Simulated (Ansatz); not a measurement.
SiH2Cl2O2, closed shell: at a first-order saddle point.

in.yaml

```yaml
crystal:
  periodic: [false, false, false]
  atoms:
    - {symbol: Si, position_ang: [0.323148, 0.131746, 0.575426]}
    - {symbol: O, position_ang: [-0.360021, 0.043963, -1.123090]}
    - {symbol: O, position_ang: [1.245615, -1.047174, 0.180689]}
    - {symbol: H, position_ang: [0.352440, -0.773252, -1.036535]}
    - {symbol: Cl, position_ang: [0.998359, 2.015288, 0.835307]}
    - {symbol: Cl, position_ang: [-1.287204, -0.114333, 1.791588]}
    - {symbol: H, position_ang: [-1.272337, -0.256139, -1.223485]}
basis:
  gaussian: {orbitals: def2-TZVPP}
hamiltonian: {xc: {name: BLYP}, dispersion: d4}
```

Run by:

```bash
ansatz run in.yaml --threads 4 --pin off --events-out ev --progress --plain --max-ram 9574MiB
```

Output of Ansatz 0.2.0:

```
Functional definition: BLYP
  name "BLYP"
  cite "Becke, Phys. Rev. A 38, 3098 (1988) doi:10.1103/PhysRevA.38.3098"
  cite "Lee, Yang & Parr, Phys. Rev. B 37, 785 (1988) doi:10.1103/PhysRevB.37.785"
  parameter beta = 0.0042
  parameter a = 0.04918
  parameter b = 0.132
  parameter c = 0.2533
  parameter d = 0.349
  exchange = b88_x(beta = beta)
  correlation = lyp_c(a = a, b = b, c = c, d = d)
1296 factors; their error is unknown
mean field evaluation 1: about -37042.3405 eV, gradient 9.0e1 eV
mean field evaluation 2: about -36889.6724 eV, gradient 2.2e2 eV
mean field evaluation 4: about -37054.3283 eV, gradient 2.6e1 eV
mean field evaluation 8: about -37055.3703 eV, gradient 3.0e-1 eV
mean field evaluation 16: about -37055.3371 eV, gradient 3.1e-4 eV
mean field -37055.33710011 eV, -1361.7585214193 hartree, gradient 2.8e-5 eV, S^2 0.000000; 0 other end points of the search recorded, 0 dependent functions left out
reference -37055.33743930 eV, -1361.7585338846 hartree; 33, 33 occupied and 183, 183 virtual orbitals, 1296 factors
Total energy: -37055.79658453 eV, -1361.7754071605 hartree
```

The lines “mean field evaluation” count trial sets of orbitals through the whole run, from several starts and some on an approximate energy, so they need not fall steadily or lie above the final value.

The run took about 1.6 s on 4 CPU threads of an Arm Neoverse V1 (shared host).
